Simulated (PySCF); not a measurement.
Structure elucidation problem

The spectra below were simulated for a compound C$_{8}$H$_{13}$OP.

1H NMR (400 MHz, computed): δ 6.90 (m, 2H), 6.65 (m, 2H), 3.06 (m, 1H), 2.61 (m, 1H), 1.31 (m, 6H), 1.21 (m, 1H).

13C{1H} NMR (computed): δ 147.4 (CH), 138.0 (CH), 36.2 (CH), 33.7 (CH2), 16.9 (CH3).

[PySCF 2.14.0 with density-fitted response routines: shieldings: GIAO PBE0/pcSseg-1; coordinates at the GFN2-xTB level; no solvent; relativity neglected; averaged over atoms made equivalent by symmetry, fast rotation or ring inversion; one conformer]

Chemical shifts δ = σref − σ; 1H, 13C against TMS, all at this level.

**Question.** Choose the structure that fits.
A. CC(C)P1(=O)C=CCC=C1
B. C#C[P@]1(=O)CC[C@@H](C)CC1
C. C=CP(=O)(C(=C)C)C(=C)C
D. C=C[C@@H]1C[P@@](=O)(C=C)[C@@H]1C

**Answer.** A. 

1. 5 carbon signals for 8 carbons: some carbons are equivalent by symmetry or fast rotation.
2. Carbon types of the structure: 5 × CH, 1 × CH2, 2 × CH3, which accounts for all hydrogens.
3. δC 147.4, 138.0: alkene CH; an sp2 carbon of a C=C bond.
4. δC 33.7: allylic sp3 CH2; aliphatic region, no heteroatom directly attached.
5. δC 16.9: methyl carbon; a saturated carbon with 1 carbon neighbour and no heteroatom attached.
6. δH 6.90, 6.65: hydrogen on an alkene CH; attached to an sp2 carbon and in the plane of the double bond.
7. δH 3.06, 2.61: hydrogen on an allylic sp3 CH2; allylic position.

The others: C#C[P@]1(=O)CC[C@@H](C)CC1 would give 6 carbon signals, not 5; C=C[C@@H]1C[P@@](=O)(C=C)[C@@H]1C would give 8 carbon signals, not 5; C=CP(=O)(C(=C)C)C(=C)C has carbons computed at 151.6, 144.5, 137.6, 132.8, 20.0, with a different DEPT pattern.

Splittings by 31P in the carbon and heteronuclear signals aren't shown, as no couplings were computed. Shifts are as computed. Against solution values, carbons near 30 ppm lie about +3 ppm off and those near 130 ppm about +5 ppm. Of 1211 compounds with measured shifts, 218 miss one by over three times the rms of a fit or turn the order of signals round; such compounds aren't used in these exercises. Multiplicities follow the n + 1 count of equivalent neighbours, as no J values were calculated; m marks all less simple cases, F and P coupling included.
